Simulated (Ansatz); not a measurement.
Mulliken charges of GeH5O2PSi, SMILES `OP1[O][GeH2][SiH2]1` from ωB97M-V/def2-TZVPP in Ansatz (PBE0-D4/def2-TZVP geometry).

```tsv
atom	x (Å)	y (Å)	z (Å)	charge (e)
O1	-1.304	0.734	1.468	-0.343
P2	-1.407	0.697	-0.190	0.279
O3	-1.171	-0.880	-0.557	-0.460
Ge4	0.600	-1.328	-0.353	0.265
Si5	0.875	1.039	-0.446	0.070
H6	-2.183	0.759	1.857	0.177
H7	0.781	-2.084	0.976	0.014
H8	0.968	-2.259	-1.524	0.016
H9	1.660	1.774	0.580	-0.008
H10	1.264	1.497	-1.808	-0.010
```

**Question.** By hand: the dipole of these point charges (1 e Å = 4.8032 D).

**Answer.** Σ q r = (0.428, 0.108, -0.094) e Å, of length 0.451 e Å = 2.17 D.

**Question.** How does the dipole of the full density compare? (Estimate.)

**Answer.** Computed: (0.211, 0.049, 0.132) e Å, 1.22 D; the point charges give 1.78 times that, at 43° from its direction.

Point charges leave out the atoms' own dipoles, such as those of lone pairs, and Mulliken's split depends on the basis, so the two needn't agree.
